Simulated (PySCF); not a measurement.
Correlation energy of C⁺ (carbon, charge +1)

[He] 2s2 2p1, 2P determinant. Calculation: PySCF 2.14, in def2-SVP (3s2p1d, 14 functions); the non-relativistic Hamiltonian (point nucleus). Frozen: 1s2; 3 electrons correlated.

MP2 pair energies summed by pair of shells (mhartree):

```json
{"pair": "2s-2s", "energy": "-25.82", "share (%)": "61.8"}
{"pair": "2s-2p", "energy": "-15.98", "share (%)": "38.2"}
```

Total MP2 correlation energy: -41.80 mhartree.

Same-spin part -2.37 and opposite-spin part -39.43 mhartree; SCS-MP2 scales them by 1/3 and 6/5 to -48.10 mhartree.

```
  level  correlation energy (mhartree)
   CCSD                         -66.66
    (T)                          -0.74
CCSD(T)                         -67.40
```

Diagnostics: T1 = 0.0084, D1 = 0.0155, largest double amplitude 0.142.

Is a single reference adequate?

Mostly. T1 lies below 0.03, but a double amplitude of this size points to a near-degeneracy that CCSD handles and MP2 describes poorly.
